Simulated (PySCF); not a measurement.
A structure optimised at PBE0-D3(BJ)/def2-SVP, used in a PySCF frequency run:

```
Si
F 1 1.6284
H 1 1.4901 2 107.76
C 1 1.8246 3 109.51 2 -118.91
C 4 1.2172 3 149.88 1 174.11
H 5 1.0762 3 159.07 1 176.01
Si 1 2.3450 3 111.55 2 119.94
F 7 1.6293 1 108.88 3 172.32
H 7 1.4916 8 108.42 1 -121.69
H 7 1.4927 9 109.69 8 118.37
```
Charge 0, spin multiplicity 1.

### Question
Write its SMILES and formula.

### Answer
C#C[Si@H](F)[SiH2]F, C₂H₄F₂Si₂

### Question
What are its rotational constants (standard atomic weights)?

### Answer
2.7194, 1.5234, 1.1712 GHz
